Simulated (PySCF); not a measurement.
C$_{3}$H$_{9}$BO$_{3}$ (SMILES COB(OC)OC), singlet, at a GFN2-xTB geometry; PBE/STO-3G run with PySCF.

PySCF was given this input:
```python
from pyscf import gto, scf, dft

mol = gto.M(
    atom='''
B    -0.002275   -0.009586    0.002150
O     0.840330    0.909062    0.557144
C     0.787271    2.269122    0.186763
H    -0.148769    2.721412    0.522483
H     1.630937    2.763931    0.668381
H     0.857041    2.380127   -0.897158
O     0.079251   -1.318325    0.384074
C     1.013182   -1.736352    1.355099
H     0.762709   -1.317885    2.332627
H     0.965685   -2.824844    1.394997
H     2.021588   -1.414865    1.087533
O    -0.910744    0.385836   -0.930206
C    -1.805403   -0.512322   -1.550993
H    -1.698231   -1.517817   -1.144592
H    -2.823105   -0.152456   -1.384954
H    -1.597470   -0.524936   -2.623377
''',
    basis='sto-3g',
    charge=0,
    spin=0,
    verbose=4,
)

mf = dft.RKS(mol)
mf.xc = 'pbe'
mf.grids.atom_grid = (99, 590)
mf.grids.prune = None
mf.kernel()
```

Question: Predict the main parts of the log of this PySCF run.

Answer: 
```
PySCF version 2.14.0

[INPUT] verbose = 4
[INPUT] num. atoms = 16
[INPUT] num. electrons = 56
[INPUT] charge = 0
[INPUT] spin (= nelec alpha-beta = 2S) = 0
[INPUT] symmetry False subgroup None
[INPUT] Mole.unit = angstrom
[INPUT] Symbol           X                Y                Z      unit          X                Y                Z       unit  Magmom
[INPUT]  1 B     -0.002275000000  -0.009586000000   0.002150000000 AA   -0.004299126933  -0.018114914630   0.004062911168 Bohr   0.0
[INPUT]  2 O      0.840330000000   0.909062000000   0.557144000000 AA    1.587993554256   1.717878210249   1.052849571945 Bohr   0.0
[INPUT]  3 C      0.787271000000   2.269122000000   0.186763000000 AA    1.487726575812   4.288019123225   0.352930920202 Bohr   0.0
[INPUT]  4 H     -0.148769000000   2.721412000000   0.522483000000 AA   -0.281132665825   5.142723352105   0.987349774741 Bohr   0.0
[INPUT]  5 H      1.630937000000   2.763931000000   0.668381000000 AA    3.082024256420   5.223072617195   1.263057036863 Bohr   0.0
[INPUT]  6 H      0.857041000000   2.380127000000  -0.897158000000 AA    1.619572767523   4.497788171683  -1.695382910463 Bohr   0.0
[INPUT]  7 O      0.079251000000  -1.318325000000   0.384074000000 AA    0.149762685098  -2.491273193167   0.725794671566 Bohr   0.0
[INPUT]  8 C      1.013182000000  -1.736352000000   1.355099000000 AA    1.914636494339  -3.281229735841   2.560765981672 Bohr   0.0
[INPUT]  9 H      0.762709000000  -1.317885000000   2.332627000000 AA    1.441311122741  -2.490441713672   4.408026180766 Bohr   0.0
[INPUT] 10 H      0.965685000000  -2.824844000000   1.394997000000 AA    1.824880172601  -5.338181504621   2.636162274590 Bohr   0.0
[INPUT] 11 H      2.021588000000  -1.414865000000   1.087533000000 AA    3.820247656707  -2.673707353233   2.055139521427 Bohr   0.0
[INPUT] 12 O     -0.910744000000   0.385836000000  -0.930206000000 AA   -1.721056729591   0.729124368998  -1.757834579427 Bohr   0.0
[INPUT] 13 C     -1.805403000000  -0.512322000000  -1.550993000000 AA   -3.411717214468  -0.968148267589  -2.930951991118 Bohr   0.0
[INPUT] 14 H     -1.698231000000  -1.517817000000  -1.144592000000 AA   -3.209191486246  -2.868258437209  -2.162965404368 Bohr   0.0
[INPUT] 15 H     -2.823105000000  -0.152456000000  -1.384954000000 AA   -5.334895270890  -0.288100086047  -2.617183755121 Bohr   0.0
[INPUT] 16 H     -1.597470000000  -0.524936000000  -2.623377000000 AA   -3.018780792209  -0.991985272925  -4.957464051483 Bohr   0.0

nuclear repulsion = 317.920899474455
number of shells = 30
number of NR pGTOs = 132
number of NR cGTOs = 44
basis = sto-3g
ecp = {}

******** <class 'pyscf.dft.rks.RKS'> ********
method = RKS
initial guess = minao
damping factor = 0
level_shift factor = 0
DIIS = <class 'pyscf.scf.diis.CDIIS'>
diis_start_cycle = 1
diis_space = 8
diis_damp = 0
SCF conv_tol = 1e-09
SCF conv_tol_grad = None
SCF max_cycles = 50
direct_scf = True
direct_scf_tol = 1e-13
XC library pyscf.dft.libxc version 7.1.2
    S. Lehtola, C. Steigemann, M. J. T. Oliveira, and M. A. L. Marques,  SoftwareX 7, 1–5 (2018)
XC functionals = pbe
    J. P. Perdew, K. Burke, and M. Ernzerhof,  Phys. Rev. Lett. 77, 3865 (1996)
    J. P. Perdew, K. Burke, and M. Ernzerhof,  Phys. Rev. Lett. 78, 1396 (1997)
    J. P. Perdew, K. Burke, and M. Ernzerhof,  Phys. Rev. Lett. 77, 3865 (1996)
    J. P. Perdew, K. Burke, and M. Ernzerhof,  Phys. Rev. Lett. 78, 1396 (1997)
radial grids:
    Treutler-Ahlrichs [JCP 102, 346 (1995); DOI:10.1063/1.469408] (M4) radial grids

becke partition: Becke, JCP 88, 2547 (1988); DOI:10.1063/1.454033
pruning grids: None
grids dens level: 3
symmetrized grids: False
atomic radii adjust function: <function treutler_atomic_radii_adjust>
User specified grid scheme (99, 590)
small_rho_cutoff = 0
Set gradient conv threshold to 3.16228e-05
Initial guess from minao.
tot grids = 934560
init E= -365.874261326888
  HOMO = -0.336414368214819  LUMO = 0.0169784570211649  gap/eV = 9.61631
cycle= 1 E= -364.908146130687  delta_E= 0.966  |g|= 0.734  |ddm|= 4.96
  HOMO = 0.0382466128411098  LUMO = 0.241878981409859  gap/eV = 5.54112
cycle= 2 E= -364.761217859898  delta_E= 0.147  |g|= 1.05  |ddm|= 2.31
  HOMO = -0.0906917640305189  LUMO = 0.199278857022995  gap/eV = 7.89050
cycle= 3 E= -365.084660510858  delta_E= -0.323  |g|= 0.0398  |ddm|= 1.33
  HOMO = -0.101455809785233  LUMO = 0.184474643295003  gap/eV = 7.78056
cycle= 4 E= -365.085210546659  delta_E= -0.00055  |g|= 0.0152  |ddm|= 0.0903
  HOMO = -0.0993087875237629  LUMO = 0.186246052044469  gap/eV = 7.77034
cycle= 5 E= -365.085271389646  delta_E= -6.08e-05  |g|= 0.00722  |ddm|= 0.0269
  HOMO = -0.0994598642374226  LUMO = 0.186743733931198  gap/eV = 7.78800
cycle= 6 E= -365.085287109513  delta_E= -1.57e-05  |g|= 0.00126  |ddm|= 0.0106
  HOMO = -0.0994159788838026  LUMO = 0.186849416172649  gap/eV = 7.78968
cycle= 7 E= -365.085287568812  delta_E= -4.59e-07  |g|= 0.000324  |ddm|= 0.00201
  HOMO = -0.0994617457414515  LUMO = 0.186783673359255  gap/eV = 7.78913
cycle= 8 E= -365.085287604572  delta_E= -3.58e-08  |g|= 3.48e-05  |ddm|= 0.000488
  HOMO = -0.0994670110544001  LUMO = 0.186785117233237  gap/eV = 7.78932
cycle= 9 E= -365.085287604708  delta_E= -1.35e-10  |g|= 2.87e-05  |ddm|= 7.41e-05
  HOMO = -0.0994610208665536  LUMO = 0.186786130600242  gap/eV = 7.78918
Extra cycle  E= -365.085287604024  delta_E= 6.84e-10  |g|= 5.57e-05  |ddm|= 0.000111
converged SCF energy = -365.085287604024
```
